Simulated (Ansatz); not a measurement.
Mulliken charges of Cl$_{2}$H$_{2}$NY, SMILES `[NH2][Y]([Cl])[Cl]` from ωB97M-V/def2-TZVPP in Ansatz (PBE0-D4/def2-TZVP geometry).

```csv
atom,x (Å),y (Å),z (Å),charge (e)
N1,-0.241,1.189,0.004,-0.450
Y2,0.175,-0.871,-0.001,0.852
Cl3,1.759,-1.668,1.709,-0.301
Cl4,-0.971,-2.212,-1.721,-0.301
H5,0.142,1.881,0.637,0.100
H6,-0.864,1.681,-0.627,0.100
```

**Question.** By hand: the dipole of these point charges (1 e Å = 4.8032 D).

**Answer.** Σ q r = (-0.052, 0.247, 0.002) e Å, of length 0.252 e Å = 1.21 D.

**Question.** How does the dipole of the full density compare? (Best estimate.)

**Answer.** The calculation gave: (-0.112, 0.539, 0.004) e Å, 2.64 D; the point charges give 0.46 times that, at 0° from its direction.

Point charges leave out the atoms' own dipoles, such as those of lone pairs, and Mulliken's split depends on the basis, so the two needn't agree.
